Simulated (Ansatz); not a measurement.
Br3ClSi (`Cl[Si](Br)(Br)Br`), relaxed with RKS PBE0-D4/def2-TZVP in Ansatz from a PBE-D4/def2-SVP geometry. The force threshold is 0.005 eV/Å; the program also tests the step.

Charge 0, multiplicity 1.

Start:

```xyz
5

Cl    1.791    1.039   -0.255
Si    0.022    0.013   -0.003
Br    0.123   -1.902   -1.119
Br   -0.284   -0.393    2.156
Br   -1.653    1.243   -0.779
```

```
step   energy (eV)  largest force (eV/Å)  largest move (Å)
   1  -230513.9708                 0.609             0.000
   2  -230514.0008                 0.041             0.035
   3  -230514.0009                 0.008             0.005
   4  -230514.0009                 0.000             0.001
```

End:

```xyz
5

Cl    1.764    1.023   -0.252
Si    0.024    0.014   -0.003
Br    0.123   -1.878   -1.105
Br   -0.280   -0.388    2.130
Br   -1.632    1.229   -0.769
```

Hardware: 2 threads of an AMD EPYC 7R13 on a shared host and a share of an NVIDIA H100 80 GB. Wall time 5.5 s, peak host memory 1 GiB.
